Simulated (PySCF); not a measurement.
Constitutional and geometric isomers with formula C2H6N2. All species are isolated molecules in the gas phase. One relaxed conformer stands for each flexible species; it need not be the lowest. Strings in code marks are SMILES. All members: neutral, multiplicity 1. Level: TPSSh-D3(BJ)/def2-TZVP // B3LYP-D3(BJ)/def2-TZVP (PySCF). Delta-SCF ions had no search for a lower state.  The removal energy is E(N − 1 electrons) − E(N electrons) at the parent's geometry; ε(HOMO) is measured against the vacuum level.

```
species                                                 −ε(HOMO) (eV)  vertical ionisation energy (Delta-SCF) (eV)
------------------------------------------------------  -------------  -------------------------------------------
`C=C(N)N` (N–C–N–H torsion -46°, N–C–N–H torsion -46°)           5.02                                         7.72
`C1NCN1`                                                         5.29                                     withheld
`C/N=C/N` (N–C–N–H torsion 14°)                                  5.95                                         8.74
`[H]/N=C\NC` (C–N–C–N torsion 6°)                                6.00                                         8.82
`C/N=C\N` (N–C–N–H torsion 165°)                                 6.06                                         8.88
`C=NCN` (C–N–C–N torsion -124°, N–C–N–H torsion -174°)           6.17                                         9.12
`[H]/N=C(/C)N` (N–C–N–H torsion 16°)                             6.22                                         9.12
```

Fit vertical ionisation energy (Delta-SCF) = a + b·x to the 6 complete rows by least squares, with x = −ε(HOMO) in eV. Give a, b and the rms residual, and predict the withheld value.

Means of the 6 rows: x̄ = 5.9033, ȳ = 8.7333 eV. Σ(x − x̄)² = 0.98773 and Σ(x − x̄)(y − ȳ) = 1.1523, so b = 1.167 and a = ȳ − b·x̄ = 1.844 eV. The rms residual is 0.042 eV. At x = 5.29 the line gives 8.02 eV. The run for `C1NCN1` gave 8.13 eV, so the line is off by 0.11 eV, more than twice the rms residual.

Codes: PySCF.
